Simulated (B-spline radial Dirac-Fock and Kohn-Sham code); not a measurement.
# 3p3/2 emission of Nd⁷⁺

System: Nd⁷⁺, 1s2 2s2 2p6 3s2 3p6 3d10 4s2 4p6 4d10 4f2 5s2 5p3.

Input file task.json (cfg lists n, l and occupation; rrms is the nuclear radius in fm):

```json
{"items": [{
  "Z": 60,
  "q": 7,
  "cfg": [[1, 0, 2], [2, 0, 2], [2, 1, 6], [3, 0, 2], [3, 1, 6], [3, 2, 10], [4, 0, 2], [4, 1, 6], [4, 2, 10], [4, 3, 2], [5, 0, 2], [5, 1, 3]],
  "A": 142,
  "rrms": 4.9123,
  "do": ["binding", "quiet", "decay"],
  "holes": ["K", "L1", "L2", "L3", "M1", "M2", "M3", "M4", "M5", "N1", "N2", "N3", "N4", "N5"]
}]}
```

Command: `python xray_run.py task.json out`

The computed values come from a B-spline atomic structure program: independent-particle radiative and Coulomb Auger rates from relativistic LDA hole-state orbitals, with Dirac-Fock energies.

```
 line  multipole  energy (eV)  width (meV)  share (%)
M3-M4         E1        300.2       0.0705      0.734
M3-M5         E1        322.1        0.803       8.36
M3-N1         E1        978.4         1.53       15.9
M3-N2         E2            –      0.00215     0.0223
M3-N3         E2       1069.6      0.00191     0.0198
M3-N4         E1       1183.3        0.743       7.74
M3-N5         E1       1187.4         6.10       63.5
M3-O1         E1       1282.8        0.354       3.68
M3-N7         E2       1309.9      0.00380     0.0396
```

The listed lines hold 100.0 % of the radiative rate. A dash stands for an energy that rests on an unreliable hole state. The radiative width is 0.00961 eV in the length form and 0.00931 eV in the velocity form; the two differ because the transition energies are not eigenvalue differences of the potential that gave the orbitals.
